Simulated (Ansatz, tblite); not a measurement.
Isomers of As₂P (doublet), found by a short tight-binding search and relaxed with PBE0-D4/def2-TZVP in Ansatz.

The xTB rows come from tblite.

Run but left out: HF/def2-TZVPP, MP2/def2-TZVPP (A: ⟨S²⟩ 1.21, where a pure state has 0.75); CCSD/def2-TZVPP, CCSD(T)/def2-TZVPP (B: ⟨S²⟩ 1.46, where a pure state has 0.75).

A: At r2SCANh-D4/def2-TZVP, ωB97X-V/def2-TZVP the charge 0 doublet is spin-contaminated (final ⟨S²⟩ up to 0.85, 0.75 for a pure state). B: At PBE-D4/def2-TZVP the gap within one spin of the charge 0 doublet nearly closes, so an electron or hole may be smeared out by delocalisation error. At ωB97X-V/def2-TZVP the charge 0 doublet is spin-contaminated (final ⟨S²⟩ up to 0.84, 0.75 for a pure state).

Other spin states were run for one of them alone.

A:

```xyz
3

P     0.575   -0.887   -0.584
As   -1.303   -0.251    0.343
As    0.728    1.138    0.240
```

B:

Cartesian coordinates in Å:
```
P 0.000 0.002 0.001
As -1.565 -0.822 1.056
As 1.565 0.821 -1.056
```

Question: Estimate which lies lowest at each level, and how far above it the others are (kcal/mol).

Answer: 
```json
{"level": "GFN1-xTB", "A": "0.0", "B": "18.1"}
{"level": "GFN2-xTB", "A": "0.0", "B": "25.4"}
{"level": "PBE-D4/def2-TZVP", "A": "0.0", "B": "25.6"}
{"level": "r2SCAN-D4/def2-TZVP", "A": "0.0", "B": "25.1"}
{"level": "r2SCANh-D4/def2-TZVP", "A": "0.0", "B": "26.6"}
{"level": "PBE0-D4/def2-TZVP", "A": "0.0", "B": "29.2"}
{"level": "ωB97X-V/def2-TZVP", "A": "0.0", "B": "32.6"}
```
Point groups (tolerance 0.1 Å): A C2v, B D∞h. Lower isomers may exist.
